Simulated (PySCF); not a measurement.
Isomers of C4H11Si (doublet state), one GFN2-xTB conformer each. Single-point energies are computed at B3LYP/pcH-1 (PySCF, gas phase, no added dispersion term), electronic only. GFN2-xTB treats the open shell by occupation alone, and not every SCF solution was tested for stability.

Question: Rank them by B3LYP/pcH-1 energy, lowest first (kJ/mol).
A. `[CH3:1][C:2]([CH3:3])[CH2:4][SiH3:5]` (doublet state) with C1–C2–C4–Si5 92°
B. `[CH3:1][CH2:2][CH2:3][SiH:4][CH3:5]` (doublet state) with C1–C2–C3–Si4 -63°, C2–C3–Si4–C5 -56°
C. `[CH3:1][CH2:2][Si:3]([CH3:4])[CH3:5]` (doublet state) with C1–C2–Si3–C4 -61°
D. `[CH2][Si](C)(C)C` [radical]

Answer: D (0.0), C (9.1), B (48.8), A (97.5).

Neighbours under 21 kJ/mol apart ([CH2][Si](C)(C)C and CC[Si](C)C) can change places with a better method, another conformer or zero-point energy. GFN2-xTB itself gives, in the same order: 108.9, 29.2, 8.7, 0.0. GFN2-xTB puts C[C](C)C[SiH3] lowest instead; measured from each level's own lowest isomer, the values differ by up to 108.9 kJ/mol ([CH2][Si](C)(C)C: 108.9 against 0.0).
